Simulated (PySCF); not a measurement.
Isomers of C7H14FNSi, mass 159.088 u with the commonest isotopes. Method: PBE0/pcSseg-1 in PySCF (dipole) on a GFN2-xTB geometry, gas phase. One conformer each, none proved a minimum here; rigid rotors.

Question: Order these by rotational constant B, largest first.
A. `[CH3:1][C:2]#[C:3][Si@@H:4]([F:5])[C@@H:6]([CH3:7])[N:8]([CH3:9])[CH3:10]` with C3–Si4–C6–C7 -42°, Si4–C6–N8–C9 -72°
B. `[CH2:1]=[C:2]([F:3])[Si@@H:4]1[CH2:5][C@@H:6]1[N:7]([CH3:8])[CH2:9][CH3:10]` with C1–C2–Si4–C5 36°, C5–C6–N7–C8 -149°, C6–N7–C9–C10 -67°
C. `[F:1][SiH2:2][NH:3][C@@H:4]1[CH2:5][CH2:6][C@@H:7]1[CH:8]1[CH2:9][CH2:10]1` with F1–Si2–N3–C4 179°, Si2–N3–C4–C5 10°, C6–C7–C8–C9 100°, N3–C4–C5–C6 -134°, C4–C5–C6–C7 12°, C5–C6–C7–C8 104°, C7–C8–C9–C10 109°

Answer: C (792.4 MHz), A (691.6 MHz), B (653.3 MHz).

Question: Order these by rotational constant C, smallest first.
A. `[CH3:1][C:2]#[C:3][Si@@H:4]([F:5])[C@@H:6]([CH3:7])[N:8]([CH3:9])[CH3:10]` with C3–Si4–C6–C7 -42°, Si4–C6–N8–C9 -72°
B. `[CH3:1][CH2:2][C:3](/[CH:4]=[N:5]\[CH3:6])=[CH:7]/[SiH2:8][CH2:9][F:10]` with C1–C2–C3–C4 74°, C2–C3–C4–N5 105°, C3–C7–Si8–C9 -34°, C7–Si8–C9–F10 -48°
C. `[F:1][SiH2:2][NH:3][C@@H:4]1[CH2:5][CH2:6][C@@H:7]1[CH:8]1[CH2:9][CH2:10]1` with F1–Si2–N3–C4 179°, Si2–N3–C4–C5 10°, C6–C7–C8–C9 100°, N3–C4–C5–C6 -134°, C4–C5–C6–C7 12°, C5–C6–C7–C8 104°, C7–C8–C9–C10 109°

Answer: A (545.3 MHz), C (588.4 MHz), B (670.4 MHz).

Question: Order these by out-of-plane moment Σ m c² = (Ia + Ib − Ic)/2, largest first.
A. `[F:1][SiH2:2][NH:3][C@@H:4]1[CH2:5][CH2:6][C@@H:7]1[CH:8]1[CH2:9][CH2:10]1` with F1–Si2–N3–C4 179°, Si2–N3–C4–C5 10°, C6–C7–C8–C9 100°, N3–C4–C5–C6 -134°, C4–C5–C6–C7 12°, C5–C6–C7–C8 104°, C7–C8–C9–C10 109°
B. `[CH2:1]=[C:2]([F:3])[Si@@H:4]1[CH2:5][C@@H:6]1[N:7]([CH3:8])[CH2:9][CH3:10]` with C1–C2–Si4–C5 36°, C5–C6–N7–C8 -149°, C6–N7–C9–C10 -67°
C. `[CH3:1][CH2:2][C:3](/[CH:4]=[N:5]\[CH3:6])=[CH:7]/[SiH2:8][CH2:9][F:10]` with C1–C2–C3–C4 74°, C2–C3–C4–N5 105°, C3–C7–Si8–C9 -34°, C7–Si8–C9–F10 -48°
D. `[CH3:1][C:2]#[C:3][Si@@H:4]([F:5])[C@@H:6]([CH3:7])[N:8]([CH3:9])[CH3:10]` with C3–Si4–C6–C7 -42°, Si4–C6–N8–C9 -72°

Answer: C (145.91 u·Å²), B (94.08 u·Å²), D (82.42 u·Å²), A (53.37 u·Å²).

```json
{"SMILES": "F[SiH2]N[C@@H]1CC[C@@H]1C1CC1", "point group": "C1", "Ia (u·Å²)": "327.80", "Ib (u·Å²)": "637.77", "Ic (u·Å²)": "858.84", "κ": "-0.57", "μa (D)": "2.16", "μb (D)": "1.02", "μc (D)": "0.09"}
{"SMILES": "CCC(/C=N\\C)=C/[SiH2]CF", "point group": "C1", "Ia (u·Å²)": "409.89", "Ib (u·Å²)": "635.74", "Ic (u·Å²)": "753.80", "κ": "-0.56", "μa (D)": "0.91", "μb (D)": "0.46", "μc (D)": "1.89"}
{"SMILES": "C=C(F)[Si@@H]1C[C@@H]1N(C)CC", "point group": "C1", "Ia (u·Å²)": "257.97", "Ib (u·Å²)": "773.61", "Ic (u·Å²)": "843.41", "κ": "-0.92", "μa (D)": "2.01", "μb (D)": "0.05", "μc (D)": "0.27"}
{"SMILES": "CC#C[Si@@H](F)[C@@H](C)N(C)C", "point group": "C1", "Ia (u·Å²)": "360.81", "Ib (u·Å²)": "730.78", "Ic (u·Å²)": "926.74", "κ": "-0.66", "μa (D)": "0.45", "μb (D)": "2.95", "μc (D)": "0.61"}
```
